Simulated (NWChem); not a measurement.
Molecule: TiH$_{4}$S$_{2}$; SMILES [SH][TiH2][SH]

```xyz
7

Ti     0.6411     0.0051    -0.0167
H      1.6804    -0.0784    -1.3436
H      1.5597    -0.0221     1.4004
S     -0.5476     1.9039    -0.0446
H      0.0602     2.0153     1.1750
S     -0.5794    -1.8768     0.0059
H      0.6258    -2.4613    -0.2451
```
Atoms are numbered in this order, from 1.

Program: NWChem. Geometry: optimised at PBE0/def2-SVP.

Q: Predict the results for PBE/STO-3G. Quantities: highest occupied level (eV); orbital gap (eV); dipole (D).

A: 
| Quantity | Result |
|---|---|
| highest occupied level (eV) | -3.72 |
| orbital gap (eV) | 4.72 |
| dipole (D) | 0.68 |
